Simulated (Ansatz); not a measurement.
Wavefunction ladder for C$_{2}$H$_{6}$GeO$_{2}$, SMILES `CC(=O)[O][GeH3]`

```xyz
11

C    -1.8264   -0.1330    0.7882
C    -0.5996    0.2496    0.0203
O    -0.5317    1.1760   -0.7537
O     0.4402   -0.5383    0.2695
Ge    1.9382   -0.0602   -0.6739
H    -2.6451    0.5371    0.5390
H    -2.0984   -1.1642    0.5555
H    -1.6164   -0.0885    1.8586
H     2.3648    1.3472   -0.2563
H     2.9212   -1.1277   -0.1776
H     1.6532   -0.1980   -2.1695
```

Total charge 0; spin multiplicity 1. Correlated methods include outer-core shells of Ge, which these sets cover unevenly. Scalar relativity is left out up to krypton. The structure was optimised at the PBE0-D4/def2-TZVP level. Frozen core, restricted reference, Ansatz 0.2.0.

```json
{"basis": "def2-SVP", "HF (Eh)": "-2303.92112", "MP2 corr.": "-0.86688", "CCSD corr.": "-0.89800", "(T)": "-0.02716", "CCSD(T) total": "-2304.84628"}
{"basis": "def2-TZVPP", "HF (Eh)": "-2304.45883", "MP2 corr.": "-1.05296", "CCSD corr.": "?", "(T)": "?", "CCSD(T) total": "?"}
{"basis": "def2-QZVPP", "HF (Eh)": "?", "MP2 corr.": "?", "CCSD corr.": "–", "(T)": "–", "CCSD(T) total": "–"}
```

**Question.** Fill in the withheld values. (Estimate.)

**Answer.** The calculation gave: def2-TZVPP CCSD corr.: -1.07703; def2-TZVPP (T): -0.04337; def2-TZVPP CCSD(T) total: -2305.57923; def2-QZVPP HF (Eh): -2304.51179; def2-QZVPP MP2 corr.: -1.37492.
